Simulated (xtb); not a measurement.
xtb input (GFN2-xTB):

```bash
xtb mol.xyz --gfn 2 --sp --chrg 0 --uhf 0
```
mol.xyz:
```
11

C      2.77584307     0.11575860    -0.29704685
C      1.36974401    -0.24652313     0.09464556
O      1.07226065    -1.15491422     0.83827606
O      0.45283094     0.54689445    -0.46792464
Ge    -1.29068836     0.14739938    -0.02173960
H      2.88167856     0.05582934    -1.38102451
H      3.47946290    -0.55668161     0.18517400
H      2.98314196     1.14683110    -0.00770812
H     -1.61643712    -1.26426718    -0.51342274
H     -1.46861501     0.32521425     1.48736312
H     -2.03145893     1.22503946    -0.82311804
```

Output:

```
           -------------------------------------------------
          |                Calculation Setup                |
           -------------------------------------------------

           -------------------------------------------------
          |                 G F N 2 - x T B                 |
           -------------------------------------------------

        Reference                      10.1021/acs.jctc.8b01176
      * Hamiltonian:
        H0-scaling (s, p, d)           1.850000    2.230000    2.230000
        zeta-weighting                 0.500000
      * Dispersion:
        s8                             2.700000
        a1                             0.520000
        a2                             5.000000
        s9                             5.000000
      * Repulsion:
        kExp                           1.500000    1.000000
        rExp                           1.000000
      * Coulomb:
        alpha                          2.000000
        third order                    shell-resolved
        anisotropic                    true
        a3                             3.000000
        a5                             4.000000
        cn-shift                       1.200000
        cn-exp                         4.000000
        max-rad                        5.000000

          ...................................................
          :                      SETUP                      :
          :.................................................:
          :  # basis functions                  32          :
          :  # atomic orbitals                  31          :
          :  # shells                           17          :
          :  # electrons                        30          :
          :  max. iterations                   250          :
          :  Hamiltonian                  GFN2-xTB          :
          :  restarted?                      false          :
          :  GBSA solvation                  false          :
          :  PC potential                    false          :
          :  electronic temp.          300.0000000     K    :
          :  accuracy                    1.0000000          :
          :  -> integral cutoff          0.2500000E+02      :
          :  -> integral neglect         0.1000000E-07      :
          :  -> SCF convergence          0.1000000E-05 Eh   :
          :  -> wf. convergence          0.1000000E-03 e    :
          :  Broyden damping             0.4000000          :
          :  net charge                          0          :
          :  unpaired electrons                  0          :
          ...................................................

 iter      E             dE          RMSdq      gap      omega  full diag
   1    -17.4324012 -0.174324E+02  0.527E+00    5.49       0.0  T
   2    -17.4974777 -0.650765E-01  0.808E+00    4.72       1.0  T
   3    -17.5125290 -0.150513E-01  0.762E+00    4.76       1.0  T
   4    -17.5592807 -0.467517E-01  0.742E-01    5.09       1.0  T
   5    -17.5658717 -0.659098E-02  0.393E-01    5.07       1.0  T
   6    -17.5659279 -0.562194E-04  0.172E-01    5.10       1.0  T
   7    -17.5659385 -0.105424E-04  0.436E-02    5.09       1.0  T
   8    -17.5659408 -0.228772E-05  0.136E-02    5.09       2.2  T
   9    -17.5659411 -0.326472E-06  0.245E-03    5.09      12.3  T
  10    -17.5659411 -0.464419E-08  0.119E-03    5.09      25.3  T
  11    -17.5659411 -0.377021E-08  0.205E-04    5.09     147.4  T
  12    -17.5659411 -0.326779E-10  0.731E-05    5.09     412.2  T

   *** convergence criteria satisfied after 12 iterations ***

         #    Occupation            Energy/Eh            Energy/eV
      -------------------------------------------------------------
         1        2.0000           -0.7317941             -19.9131
       ...           ...                  ...                  ...
         9        2.0000           -0.4927595             -13.4087
        10        2.0000           -0.4903303             -13.3426
        11        2.0000           -0.4754550             -12.9378
        12        2.0000           -0.4679969             -12.7348
        13        2.0000           -0.4481389             -12.1945
        14        2.0000           -0.4471207             -12.1668
        15        2.0000           -0.4265298             -11.6065 (HOMO)
        16                         -0.2395587              -6.5187 (LUMO)
        17                         -0.1510953              -4.1115
        18                         -0.1188137              -3.2331
        19                         -0.1141039              -3.1049
        20                         -0.0727049              -1.9784
       ...                                ...                  ...
        31                          1.0347502              28.1570
      -------------------------------------------------------------
                  HL-Gap            0.1869712 Eh            5.0877 eV
             Fermi-level           -0.3330442 Eh           -9.0626 eV

 SCC (total)                   0 d,  0 h,  0 min,  0.007 sec
 SCC setup                      ...        0 min,  0.000 sec (  1.241%)
 Dispersion                     ...        0 min,  0.000 sec (  0.833%)
 classical contributions        ...        0 min,  0.000 sec (  0.263%)
 integral evaluation            ...        0 min,  0.001 sec ( 16.504%)
 iterations                     ...        0 min,  0.003 sec ( 47.643%)
 molecular gradient             ...        0 min,  0.002 sec ( 31.933%)
 printout                       ...        0 min,  0.000 sec (  1.422%)

         :::::::::::::::::::::::::::::::::::::::::::::::::::::
         ::                     SUMMARY                     ::
         :::::::::::::::::::::::::::::::::::::::::::::::::::::
         :: total energy             -17.433132830101 Eh    ::
         :: gradient norm              0.025951415713 Eh/a0 ::
         :: HOMO-LUMO gap              5.087744115578 eV    ::
         ::.................................................::
         :: SCC energy               -17.565937950100 Eh    ::
         :: -> isotropic ES            0.042507684318 Eh    ::
         :: -> anisotropic ES          0.000276400855 Eh    ::
         :: -> anisotropic XC          0.002535193677 Eh    ::
         :: -> dispersion             -0.005723785569 Eh    ::
         :: repulsion energy           0.132805119999 Eh    ::
         :: add. restraining           0.000000000000 Eh    ::
         :: total charge              -0.000000000000 e     ::
         :::::::::::::::::::::::::::::::::::::::::::::::::::::

           -------------------------------------------------
          |                Property Printout                |
           -------------------------------------------------

    * Orbital Energies and Occupations

         #    Occupation            Energy/Eh            Energy/eV
      -------------------------------------------------------------
         1        2.0000           -0.7317941             -19.9131
       ...           ...                  ...                  ...
         3        2.0000           -0.6674814             -18.1631
         4        2.0000           -0.6321052             -17.2005
         5        2.0000           -0.5994460             -16.3118
         6        2.0000           -0.5754295             -15.6582
         7        2.0000           -0.5645761             -15.3629
         8        2.0000           -0.5457128             -14.8496
         9        2.0000           -0.4927595             -13.4087
        10        2.0000           -0.4903303             -13.3426
        11        2.0000           -0.4754550             -12.9378
        12        2.0000           -0.4679969             -12.7348
        13        2.0000           -0.4481389             -12.1945
        14        2.0000           -0.4471207             -12.1668
        15        2.0000           -0.4265298             -11.6065 (HOMO)
        16                         -0.2395587              -6.5187 (LUMO)
        17                         -0.1510953              -4.1115
        18                         -0.1188137              -3.2331
        19                         -0.1141039              -3.1049
        20                         -0.0727049              -1.9784
        21                          0.0351128               0.9555
        22                          0.0546611               1.4874
        23                          0.1220558               3.3213
        24                          0.1536114               4.1800
        25                          0.1807016               4.9171
        26                          0.1975856               5.3766
       ...                                ...                  ...
        31                          1.0347502              28.1570
      -------------------------------------------------------------
                  HL-Gap            0.1869712 Eh            5.0877 eV
             Fermi-level           -0.3330442 Eh           -9.0626 eV

     #   Z          covCN         q      C6AA      α(0)
     1   6 C        3.752    -0.142    23.299     6.883
     2   6 C        2.823     0.367    20.780     7.469
     3   8 O        0.861    -0.386    21.406     6.203
     4   8 O        1.626    -0.335    19.647     5.983
     5  32 Ge       3.701     0.216   167.406    23.231
     6   1 H        0.924     0.078     1.998     2.211
     7   1 H        0.925     0.075     2.032     2.229
     8   1 H        0.924     0.078     1.998     2.211
     9   1 H        0.930     0.022     2.705     2.572
    10   1 H        0.930     0.022     2.705     2.572
    11   1 H        0.929     0.005     2.965     2.692

 Mol. C6AA /au·bohr⁶  :       1629.969851
 Mol. C8AA /au·bohr⁸  :      60439.727166
 Mol. α(0) /au        :         64.256897

Wiberg/Mayer (AO) data.
largest (>0.10) Wiberg bond orders for each atom

 ---------------------------------------------------------------------------
     #   Z sym  total        # sym  WBO       # sym  WBO       # sym  WBO
 ---------------------------------------------------------------------------
     1   6 C    3.992 --     2 C    0.994     7 H    0.983     6 H    0.962
                             8 H    0.962
     2   6 C    3.916 --     3 O    1.737     4 O    1.153     1 C    0.994
     3   8 O    2.113 --     2 C    1.737     4 O    0.164     5 Ge   0.126
     4   8 O    2.369 --     2 C    1.153     5 Ge   0.924     3 O    0.164
     5  32 Ge   3.548 --     4 O    0.924    11 H    0.827     9 H    0.819
                            10 H    0.819     3 O    0.126
     6   1 H    0.994 --     1 C    0.962
     7   1 H    0.994 --     1 C    0.983
     8   1 H    0.994 --     1 C    0.962
     9   1 H    1.000 --     5 Ge   0.819
    10   1 H    1.000 --     5 Ge   0.819
    11   1 H    1.000 --     5 Ge   0.827
 ---------------------------------------------------------------------------

Topologies differ in total number of bonds
Writing topology from bond orders to xtbtopo.mol

molecular dipole:
                 x           y           z       tot (Debye)
 q only:       -0.178       0.427      -0.326
   full:        0.123       0.549      -0.445       1.823
molecular quadrupole (traceless):
                xx          xy          yy          xz          yz          zz
 q only:        7.504       1.822      -4.486      -2.092       2.464      -3.018
  q+dip:        5.347       2.238      -3.671      -2.102       3.513      -1.676
   full:        6.682       2.371      -4.516      -2.302       4.220      -2.166

           -------------------------------------------------
          | TOTAL ENERGY              -17.433132830101 Eh   |
          | GRADIENT NORM               0.025951415713 Eh/α |
          | HOMO-LUMO GAP               5.087744115578 eV   |
Note: The following floating-point exceptions are signalling: IEEE_UNDERFLOW_FLAG IEEE_DENORMAL
normal termination of xtb
           -------------------------------------------------

------------------------------------------------------------------------
------------------------------------------------------------------------
 total:
 SCF:
```
